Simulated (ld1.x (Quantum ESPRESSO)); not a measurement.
The numbers below are computed, except where a source is named.
# Potentials for nickel (Ni) compared

Generated with ld1.x 7.5 (TM, RRKJ, ultrasoft, PAW), atompaw 4.2 or ONCVPSP 4.0.1. The cutoff is in Ry: for ld1.x and atompaw files where the sum of valence levels is converged to 10 mRy in a Bessel basis, for ONCV files where the hardest occupied wave has 1 mHa per electron of residual kinetic energy. The error is the largest all-electron minus pseudo excitation energy over each file’s own four to seven test configurations (ionisations up to +4, promotions, holes and added fractions of an electron), all of which were solved. The labels leave out finer settings (local radius, basis sizes, second energies), which also bear on the numbers. Spin-polarised tests are not counted. The rows are a selection from randomly drawn settings: files with unsolved tests, undetermined cutoffs or missed reference levels are left out.

A true bound ghost makes a file unfit for plane-wave use even where its test errors are small: the radial tests pick states by their node count and pass the ghost by.

```tsv
potential	cutoff (Ry)	largest error (meV)	bound ghosts
TM semilocal, PBE, scalar-relativistic, rc 1.45/0.80/1.50 (spd), local d, core correction yes, reference 3p6 3d8 4s1 4p0	180	-81	none
PAW, PBE, scalar-relativistic, rc 1.00/1.25/0.95 (spd), local smoothed, core correction yes, reference 3s2 3p6 3d7 4s0 4p0	160	-25	none
PAW, PBE, scalar-relativistic, rc 1.25/1.70/1.25 (spd), local smoothed, core correction yes, reference 3s2 3p6 3d8 4s1 4p0	80	-70	none
TM semilocal, Wu–Cohen, scalar-relativistic, rc 1.95/1.60/1.65 (spd), local d, core correction yes, reference 3d7 4s0 4p0	110	-391	none
ultrasoft, PBE, scalar-relativistic, rc 1.30/1.35/1.60 (spd), local smoothed, core correction yes, reference 3s2 3p6 3d8.5 4s1.5 4p0	60	+28	none
```

**Question.** Fill in the row for Ni: TM, PBE, scalar-relativistic, rc 2.05/1.15/0.85 (spd), local smoothed, core correction no, reference 3p6 3d7 4s0 4p0.

**Answer.** cutoff 260 Ry, largest error -343 meV, bound ghosts: none.

**Question.** Fill in the row for Ni: PAW, PBE, scalar-relativistic, rc 2.00/2.25/0.75 (spd), local smoothed, core correction yes, reference 3d7 4s0 4p0.

**Answer.** cutoff 200 Ry, largest error -408 meV, bound ghosts: s.
